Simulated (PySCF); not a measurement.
Compound: C₄H₇N₃O₂Si.
Z-matrix (Å and degrees, PBE0-D3(BJ)/def2-SVP geometry), rows numbered from 1:
```
C 
O   1  1.4163
C   2  1.3299  1  115.52
O   3  1.2054  2  124.31  1     0.28
C   3  1.4759  2  112.78  1  -179.65
C   5  1.4122  3  126.75  2   179.46
N   6  1.3205  5  108.20  3   179.91
N   7  1.3321  6  104.22  5    -0.04
Si  8  1.8011  7  123.83  6  -179.63
N   8  1.3185  7  115.20  6     0.08
H   1  1.0958  2  106.23  3  -179.94
H   1  1.1001  2  110.89  3   -60.03
H   1  1.1002  2  110.84  3    60.23
H   6  1.0874  5  129.24  3    -0.15
H   9  1.4859  8  107.78  7  -120.30
H   9  1.4859  8  107.75  7   119.97
H   9  1.4825  8  105.65  7    -0.13
```

All values: PBE0/pcSseg-1 and CAM-B3LYP/def2-SVPD (PySCF, non-relativistic), on one gas-phase PBE0-D3(BJ)/def2-SVP geometry that isn't relaxed in the solvent. The solvent is an IEF-PCM continuum (Bondi radii, 1.10 Å for H, scaled by 1.2). Only the electrostatic response of the medium enters.

Gas phase at PBE0/pcSseg-1: HOMO -8.16 eV, LUMO -1.27 eV, dipole 2.28 D.

**Question.** What does the continuum do to the energy, the frontier levels and the dipole at PBE0/pcSseg-1 in chloroform?

**Answer.** 
```tsv
solvent	ε	E(solvent) − E(gas) (kJ/mol)	polarisation term (kJ/mol)	distortion of the solute (kJ/mol)	HOMO (eV)	LUMO (eV)	dipole (D)
chloroform	4.711	-23.61	-25.39	1.78	-8.22	-1.39	2.62
```

The first energy column is the sum of the next two and covers electrostatics alone.

**Question.** Which radius a makes the point-dipole formula ΔE = −[(ε − 1)/(2ε + 1)]·μ²/a³ give the value in chloroform, with the gas-phase dipole?

**Answer.** μ = 0.898 au and |ΔE| = 0.00899 Eh give a = 1.68 Å; the farthest nucleus lies 4.58 Å from the centroid of the nuclei, so such a sphere wouldn't even hold the nuclei. The formula assumes a rigid point dipole at the centre of a sphere.

**Question.** Which IAO charges (PBE0/pcSseg-1) respond most in chloroform (means over atoms taken as equivalent)?

**Answer.** 
| atoms | environment | gas (e) | solvent (e) | change |
| --- | --- | --- | --- | --- |
| O4 | ester carbonyl oxygen | -0.471 | -0.492 | -0.021 |
| N7 | pyridine-type nitrogen | -0.219 | -0.230 | -0.011 |
| N10 | pyridine-type nitrogen | -0.199 | -0.210 | -0.011 |
| H14 | aromatic hydrogen | +0.187 | +0.195 | +0.008 |
| C3 | ester carbonyl carbon | +0.512 | +0.519 | +0.007 |
| H11/H12/H13 | methyl hydrogen | +0.155 | +0.161 | +0.006 |
| N8 | pyrrole-type nitrogen | -0.115 | -0.110 | +0.005 |
| H15/H16/H17 | Si–H hydrogen | -0.100 | -0.096 | +0.004 |

Gas phase at CAM-B3LYP/def2-SVPD: HOMO -9.48 eV, LUMO -0.26 eV, dipole 2.30 D.

**Question.** What does the continuum do to the energy, the frontier levels and the dipole at CAM-B3LYP/def2-SVPD in chloroform?

**Answer.** 
```tsv
solvent	ε	E(solvent) − E(gas) (kJ/mol)	polarisation term (kJ/mol)	distortion of the solute (kJ/mol)	HOMO (eV)	LUMO (eV)	dipole (D)
chloroform	4.711	-23.06	-25.11	2.05	-9.51	-0.36	2.68
```

**Question.** How does the static polarisability (CAM-B3LYP/def2-SVPD, frozen core, with the continuum's full static response) change?

**Answer.** 
| medium | isotropic (au) | principal values (au) | ⟨r²⟩ of the electrons (bohr²) |
| --- | --- | --- | --- |
| gas | 101.5 | 69.4, 100.3, 134.7 | 2151.4 |
| chloroform | 122.9 | 84.8, 125.6, 158.4 | 2149.8 |

The isotropic value in chloroform is 1.21 times the gas-phase one; no cavity-field correction is applied. ⟨r²⟩ is taken about the centre of nuclear charge.
